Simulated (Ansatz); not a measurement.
Start from `OBOCO` and change one atom or group to get `C=COCO`.

Ansatz, PBE0-D4/def2-TZVP geometries, multiplicity 1. Each molecule was computed in one conformer, which needn't be the lowest.

```
                                        property  `OBOCO`
            HOMO–LUMO gap (PBE0/def2-TZVPP) / eV     9.44
size of the dipole moment (B3LYP/def2-TZVPP) / D     0.72
  size of the dipole moment (PBE/def2-TZVPP) / D     0.58
               LUMO energy (PBE/def2-TZVPP) / eV    -0.21
           HOMO energy (ωB97M-V/def2-TZVPP) / eV   -11.14
             HOMO–LUMO gap (PBE/def2-TZVPP) / eV     6.76
```

(1) What does the change do to each property? (Estimate.)

## Answers

(1) The calculation gave: 
```tsv
property	`C=COCO`	shift
HOMO–LUMO gap (PBE0/def2-TZVPP) / eV	7.64	-1.80
size of the dipole moment (B3LYP/def2-TZVPP) / D	1.38	0.66
size of the dipole moment (PBE/def2-TZVPP) / D	1.28	0.70
LUMO energy (PBE/def2-TZVPP) / eV	-0.28	-0.07
HOMO energy (ωB97M-V/def2-TZVPP) / eV	-9.17	1.97
HOMO–LUMO gap (PBE/def2-TZVPP) / eV	5.40	-1.36
```

Dipoles are sizes alone; their direction can turn.

B3LYP here is the variant with VWN-RPA as its local correlation; programs differ in this.
